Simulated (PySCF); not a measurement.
## Structure from NMR data

The spectra below were simulated for a compound C₂H₁₄OSi₅.

1H NMR (600 MHz, computed): δ 5.59 (s, 2H), 4.26 (m, 2H), 4.13 (m, 2H), 3.64 (s, 6H), 0.98 (m, 2H).

13C{1H} NMR (computed): δ 66.4, 13.3.

Theory: GIAO PBE0/pcSseg-1 shieldings, structure optimised with GFN2-xTB, in PySCF (averaged over atoms made equivalent by symmetry, fast rotation or ring inversion, relativity neglected, a single conformation, in vacuum).

Chemical shifts δ = σref − σ; 1H, 13C vs TMS, all at this level.

Problem. Which of these isomers gave the spectra?
A. [SiH3][Si]1([SiH3])[SiH2]CCO[SiH2]1
B. C[Si@@H]1[Si@@H](C)[SiH2][Si@@H]1O[SiH3]
C. CO[Si@H]1C[SiH2][SiH2][SiH2][SiH2]1
D. C[Si@@H]1[Si@H](C)[SiH2][Si@@H]1O[SiH3]
E. C[Si@@H]1[Si@H](C)[SiH2][Si@H]1O[SiH3]

Solution. A. 

1. Rings plus π bonds: 1 (1 ring in the answer).
2. 2 carbon signals for 2 carbons: no two carbons are equivalent.
3. Carbon types of the structure: 2 × CH2, leaving 10 H on heteroatoms.
4. δC 66.4: sp3 CH2 bonded to O; deshielded by the electronegative neighbour.
5. δH 5.59: hydrogen on a silicon bonded to O, Si, in a 6-membered ring.
6. δH 4.26: hydrogen on a silicon bonded to C, Si, in a 6-membered ring.
7. δH 4.13: hydrogen on an sp3 CH2 bonded to O; its carbon carries O, an electronegative neighbour.
8. δH 3.64: hydrogen on a silicon bonded to Si.

The others: C[Si@@H]1[Si@H](C)[SiH2][Si@H]1O[SiH3] would give 8 signals for carbon-bound and other non-exchanging H, not 5; C[Si@@H]1[Si@H](C)[SiH2][Si@@H]1O[SiH3] would give 8 signals for carbon-bound and other non-exchanging H, not 5; C[Si@@H]1[Si@@H](C)[SiH2][Si@@H]1O[SiH3] would give 8 signals for carbon-bound and other non-exchanging H, not 5; CO[Si@H]1C[SiH2][SiH2][SiH2][SiH2]1 would give 12 signals for carbon-bound and other non-exchanging H, not 5.

Shifts are as computed. Against solution values, carbons near 30 ppm lie about +3 ppm off and those near 130 ppm about +5 ppm. Of 1211 compounds with measured shifts, 218 miss one by over three times the rms of a fit or turn the order of signals round; such compounds aren't used in these exercises. Multiplicities follow the n + 1 count of equivalent neighbours, as no J values were calculated; m marks all less simple cases, F and P coupling included.
